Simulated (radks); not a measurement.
Os III, 74 electrons, occupied as [Xe] 4f14 5d3.5 6s1 6p1.5 (fractional occupations, a model configuration). Method: scalar-relativistic Kohn-Sham, PBE, spin-unpolarised, spherical densities, finite nucleus; Fermi nuclear charge, rms radius 5.4126 fm; computed with a radial shooting solver on a logarithmic mesh with Libxc functionals.

Normalised radial functions P(r) = r R(r), r in bohr:

r	4d	5p
0.001915	0.0001	0.0059
0.002229	0.0002	0.0076
0.002595	0.0003	0.0097
0.003021	0.0004	0.0125
0.003517	0.0006	0.0160
0.004095	0.0009	0.0205
0.004767	0.0014	0.0262
0.005549	0.0021	0.0334
0.00646	0.0032	0.0423
0.007521	0.0048	0.0534
0.008755	0.0072	0.0670
0.01019	0.0107	0.0834
0.01187	0.0158	0.1030
0.01381	0.0234	0.1258
0.01608	0.0342	0.1516
0.01872	0.0498	0.1798
0.02179	0.0717	0.2090
0.02537	0.1021	0.2370
0.02954	0.1436	0.2606
0.03439	0.1987	0.2753
0.04003	0.2700	0.2755
0.0466	0.3591	0.2553
0.05425	0.4656	0.2091
0.06316	0.5856	0.1336
0.07353	0.7106	0.0298
0.08629	0.8306	-0.1014
0.1005	0.9105	-0.2294
0.1169	0.9288	-0.3357
0.1361	0.8563	-0.3903
0.1585	0.6698	-0.3662
0.1845	0.3617	-0.2488
0.2148	-0.0508	-0.0476
0.2501	-0.5216	0.1991
0.2911	-0.9806	0.4278
0.3389	-1.3489	0.5657
0.3945	-1.5610	0.5549
0.4593	-1.5870	0.3757
0.5347	-1.4427	0.0575
0.6225	-1.1809	-0.3299
0.7246	-0.8710	-0.6980
0.8436	-0.5772	-0.9679
0.9821	-0.3412	-1.0909
1.143	-0.1779	-1.0602
1.331	-0.0807	-0.9081
1.549	-0.0313	-0.6908
1.804	-0.0102	-0.4672
2.1	-0.0027	-0.2797
2.445	-0.0006	-0.1469
2.846	-0.0001	-0.0666
3.313	0.0000	-0.0256
3.857	0.0000	-0.0081
4.49	0.0000	-0.0021
5.227	0.0000	-0.0004
6.086	0.0000	-0.0001
7.085	0.0000	0.0000
8.248	0.0000	0.0000
9.601	0.0000	0.0000

4d: eigenvalue -301.32 eV, 1 radial node at r = 0.211 bohr, <r> = 0.489 bohr, 90 % of the charge inside 0.731 bohr. 5p: eigenvalue -78.106 eV, 3 radial nodes at r = 0.0764, 0.221, 0.547 bohr, <r> = 1.15 bohr, 90 % of the charge inside 1.66 bohr.
